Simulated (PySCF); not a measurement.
## TDDFT excited states: C7H12Si

Compound: C7H12Si.
Geometry (PBE0-D3(BJ)/def2-SVP, Å), atoms numbered from 1 in this order:
```
atom  x, y, z in Å
Si1    2.4000   -0.2208    0.9508
C2     1.0628    1.0457    0.5410
C3     0.2237    0.7033   -0.6973
C4    -0.8907    1.6885   -0.9741
C5    -2.0731    1.0869   -1.1539
C6    -1.9673   -0.3856   -0.9621
C7    -1.5686   -0.8145    0.4282
C8    -0.5158   -0.6326   -0.6237
H9     3.2642   -0.4631   -0.2483
H10    1.8046   -1.5273    1.3675
H11    3.2645    0.2791    2.0647
H12    0.4084    1.1521    1.4234
H13    1.5513    2.0263    0.4064
H14    0.9056    0.6804   -1.5692
H15   -0.7225    2.7683   -0.9942
H16   -3.0139    1.5967   -1.3748
H17   -2.5490   -1.0699   -1.5858
H18   -1.6606   -0.0747    1.2291
H19   -1.7910   -1.8420    0.7279
H20   -0.0073   -1.5280   -0.9896
```

Computed with TDDFT wB97X-D/def2-SVPD, vertical, gas phase, core orbitals frozen in the response (PySCF 2.14.0, density-fitted response routines).

| state | E (eV) | ν̃ (cm⁻¹) | f | main configurations (H = HOMO, L = LUMO) |
| --- | --- | --- | --- | --- |
| S1 | 6.27 | 50550 | 0.133 | H→L (90%) |
| S2 | 6.96 | 56170 | 0.018 | H→L+3 (41%), H→L+1 (38%), H→L+2 (9%) |
| S3 | 7.24 | 58410 | 0.026 | H-1→L (88%) |
| S4 | 7.47 | 60260 | 0.019 | H→L+3 (37%), H→L+2 (28%), H→L+4 (9%) |
| S5 | 7.63 | 61500 | 0.016 | H→L+1 (32%), H→L+4 (32%), H→L+5 (10%) |
| S6 | 7.75 | 62510 | 0.047 | H-2→L (80%) |

The lowest singlet comes at 198 nm (605 kJ/mol) in the vacuum ultraviolet; it is of moderate strength; its leading configuration is HOMO→LUMO (90%). The lowest level is also the most intense of those listed (f = 0.133). Löwdin shares by element: HOMO carbon 76% or more (atoms not listed hold the other 24%); LUMO carbon 56% or more, silicon 6% (atoms not listed hold the other 38%). The oscillator strengths of these states sum to 0.259; summed over the whole spectrum of an exact calculation they would give the number of electrons, 68 (Thomas–Reiche–Kuhn). The listed states span 1.48 eV, and the widest gap between neighbours is 0.70 eV (S1 to S2). Of the 6 states listed, 6 reach f = 0.01 and none stays under 0.0005. The window holds the lowest 6 singlets.

Cost: about 3 min of CPU time on one thread (grids of density and orbitals included); the machine was shared, so the figure is rough.

One conformer stands for the species.
